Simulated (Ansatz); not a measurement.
Ansatz results at the PBE0-D4/def2-TZVP geometry: HOMO energy (PBE0/def2-TZVPP) -6.69 eV; HOMO energy (ωB97M-V/def2-TZVPP) -8.97 eV; LUMO energy (PBE/def2-TZVPP) -0.28 eV.

Each molecule was computed in one conformer, which needn't be the lowest.

(1) Which molecule gave them?
A. `O=C(F)C(F)(F)F`
B. `C[P+](C)(C)[Ag-][Cl]`
C. `[F][Cu-][P+](F)(F)F`
D. `[CH3][Al-]([CH3])([CH3])[P+](C)(C)C`

## Answers

(1) D. The others give `O=C(F)C(F)(F)F`: -10.10, -12.53, -2.91; `C[P+](C)(C)[Ag-][Cl]`: -6.73, -8.99, -1.04; `[F][Cu-][P+](F)(F)F`: -8.25, -10.80, -2.57.
